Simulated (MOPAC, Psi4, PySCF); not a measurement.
Intermolecular potential of H3N ··· HF (SMILES N and F), singlet. Monomers: optimised at B3LYP-D3(BJ) (def2-TZVP), held rigid. Orientation: a random orientation, not optimised. R is the distance of the centres of mass, along which the second monomer moves.

Geometry at R = 3.43 Å (first 4 atoms: monomer A):
```
6

N      0.0001     0.0021     0.2791
H      0.9369    -0.1060    -0.0927
H     -0.5597    -0.7594    -0.0870
H     -0.3773     0.8633    -0.0993
F     -2.6787     2.0910     0.4095
H     -2.6093     3.0112     0.4649
```

- RKS-B3LYP/3-21G = restricted B3LYP/3-21G, no counterpoise correction run with PySCF
- RHF/6-31G* = restricted Hartree-Fock/6-31G*, spherical d, no counterpoise correction in PySCF
- CCSD/aug-cc-pVDZ = DF-CCSD/aug-cc-pVDZ, frozen core, counterpoise-corrected (Psi4)
- AM1, restricted, heats of formation (MOPAC)
- MP2/aug-cc-pVDZ = DF-MP2/aug-cc-pVDZ, frozen core, counterpoise-corrected (Psi4)

Interaction energies in kcal/mol (negative: bound); R is the distance of the centres of mass, d the H4···F5 distance.

```json
[
 {"R / Å": "2.81", "d / Å": "2.06", "RKS-B3LYP/3-21G": "-4.65", "RHF/6-31G*": "1.00", "CCSD/aug-cc-pVDZ": "1.47", "AM1": "0.11", "MP2/aug-cc-pVDZ": "1.36"},
 {"R / Å": "3.03", "d / Å": "2.27", "RKS-B3LYP/3-21G": "-4.47", "RHF/6-31G*": "-0.31", "CCSD/aug-cc-pVDZ": "0.16", "AM1": "-0.90", "MP2/aug-cc-pVDZ": "0.09"},
 {"R / Å": "3.26", "d / Å": "2.49", "RKS-B3LYP/3-21G": "-3.44", "RHF/6-31G*": "-0.73", "CCSD/aug-cc-pVDZ": "-0.29", "AM1": "-0.74", "MP2/aug-cc-pVDZ": "-0.33"},
 {"R / Å": "3.43", "d / Å": "2.66", "RKS-B3LYP/3-21G": "-2.52", "RHF/6-31G*": "-0.76", "CCSD/aug-cc-pVDZ": "-0.38", "AM1": "-0.47", "MP2/aug-cc-pVDZ": "-0.40"},
 {"R / Å": "3.65", "d / Å": "2.87", "RKS-B3LYP/3-21G": "-1.48", "RHF/6-31G*": "-0.64", "CCSD/aug-cc-pVDZ": "-0.37", "AM1": "-0.21", "MP2/aug-cc-pVDZ": "-0.39"},
 {"R / Å": "3.82", "d / Å": "3.04", "RKS-B3LYP/3-21G": "-0.90", "RHF/6-31G*": "-0.51", "CCSD/aug-cc-pVDZ": "-0.33", "AM1": "-0.09", "MP2/aug-cc-pVDZ": "-0.34"},
 {"R / Å": "4.15", "d / Å": "3.36", "RKS-B3LYP/3-21G": "-0.30", "RHF/6-31G*": "-0.28", "CCSD/aug-cc-pVDZ": "-0.24", "AM1": "-0.01", "MP2/aug-cc-pVDZ": "-0.25"},
 {"R / Å": "4.41", "d / Å": "3.62", "RKS-B3LYP/3-21G": "-0.13", "RHF/6-31G*": "-0.17", "CCSD/aug-cc-pVDZ": "-0.18", "AM1": "0.00", "MP2/aug-cc-pVDZ": "-0.19"},
 {"R / Å": "4.94", "d / Å": "4.14", "RKS-B3LYP/3-21G": "-0.05", "RHF/6-31G*": "-0.07", "CCSD/aug-cc-pVDZ": "-0.10", "AM1": "0.00", "MP2/aug-cc-pVDZ": "-0.11"},
 {"R / Å": "5.62", "d / Å": "4.82", "RKS-B3LYP/3-21G": "-0.03", "RHF/6-31G*": "-0.03", "CCSD/aug-cc-pVDZ": "-0.06", "AM1": "0.00", "MP2/aug-cc-pVDZ": "-0.06"},
 {"R / Å": "6.64", "d / Å": "5.83", "RKS-B3LYP/3-21G": "-0.01", "RHF/6-31G*": "-0.02", "CCSD/aug-cc-pVDZ": "-0.03", "AM1": "0.00", "MP2/aug-cc-pVDZ": "-0.03"},
 {"R / Å": "7.91", "d / Å": "7.09", "RKS-B3LYP/3-21G": "-0.01", "RHF/6-31G*": "-0.01", "CCSD/aug-cc-pVDZ": "-0.01", "AM1": "0.00", "MP2/aug-cc-pVDZ": "-0.01"}
]
```

Lowest grid point: RKS-B3LYP/3-21G -4.65 kcal/mol at R = 2.81 Å; RHF/6-31G* -0.76 kcal/mol at R = 3.43 Å; CCSD/aug-cc-pVDZ -0.38 kcal/mol at R = 3.43 Å; AM1 -0.90 kcal/mol at R = 3.03 Å; MP2/aug-cc-pVDZ -0.40 kcal/mol at R = 3.43 Å.
